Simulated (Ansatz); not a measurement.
H$_{5}$InO$_{4}$Si, SMILES `O[Si](O)(O)[O][InH2]`. Total charge 0; spin multiplicity 1. In: def2 effective core potential.

```csv
atom,x (Å),y (Å),z (Å)
O1,-0.437,-0.835,0.775
Si2,-0.543,0.417,-0.359
O3,-1.471,1.660,0.155
O4,-1.355,-0.255,-1.604
O5,1.003,0.762,-0.506
In6,1.977,-0.724,0.572
H7,-1.111,-1.516,0.775
H8,-1.005,2.350,0.629
H9,-1.902,0.335,-2.124
H10,2.485,-0.121,2.087
H11,2.359,-2.074,-0.400
```

(1) What are the harmonic wavenumbers in cm⁻¹ at PBE0-D4/def2-TZVP (Ansatz, finite differences of forces, unscaled)? (Best estimate.)

(2) Is this a minimum?

(3) Give the ideal-gas thermochemistry at 298.15 K and 1 bar (rigid rotor, harmonic oscillator; point group C1, symmetry number 1).

(4) And at 400, 500, 600, 800 and 1000 K?

(5) Rotational constants (cm⁻¹)?

Answers

(1) The calculation gave: 69, 143, 179, 219, 241, 268, 305, 324, 361, 383, 408, 436, 535, 563, 600, 763, 817, 848, 893, 898, 973, 1078, 1867, 1870, 3906, 3923, 3934.

(2) Yes, all 27 modes are real.

(3) Zero-point energy 160.3 kJ/mol; H(298) − E = 187.4 kJ/mol; entropy 396.8 J/(mol·K), of which translation 175.7, rotation 121.4, vibration 99.8; G(298) − E = 69.1 kJ/mol. Modes under 100 cm⁻¹ are hindered rotations or soft bends, so the harmonic entropy is rough.

(4) 
```tsv
T (K)	H − E (kJ/mol)	S (J/mol/K)	G − E (kJ/mol)
400	203.6	443.4	26.3
500	221.3	482.8	-20.1
600	240.3	517.4	-70.1
800	280.7	575.4	-179.6
1000	323.5	623.1	-299.6
```

(5) 0.1397, 0.02942, 0.0286.
